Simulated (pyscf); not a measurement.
•HN–SiH₂–NH₂ → H₂N–SiH•–NH₂ (hydrogen shift; doublet surface; H–Si broken, H–N formed). Single points on ωB97X-D3(BJ)/def2-SVP structures (PySCF, gas phase). MP2 and CC: frozen core, UHF for open shells. ΔMP2 is the change of the MP2 total energy from the triple- to the quadruple-zeta basis. Energies in kJ/mol from the reactant's lowest minimum found.

| level | barrier | reaction energy |
|---|---|---|
| ωB97X-D3(BJ)/def2-TZVP | 125.3 | -77.4 |
| PBE/def2-TZVP | 82.7 | -94.9 |
| r²SCAN/def2-TZVP | 101.4 | -82.7 |
| HF/def2-TZVP | 201.8 | -35.0 |
| CCSD/def2-TZVPP | 132.6 | -75.3 |
| CCSD(T)/def2-TZVPP | 120.9 | -80.1 |
| CCSD(T)/def2-TZVPP + ΔMP2(QZVPP) | 116.8 | -84.0 |

This is the saddle that the search found; another between the same sides may lie lower. The CCSD(T) − MP2 part came from Ansatz, without density fitting, on the same reference.
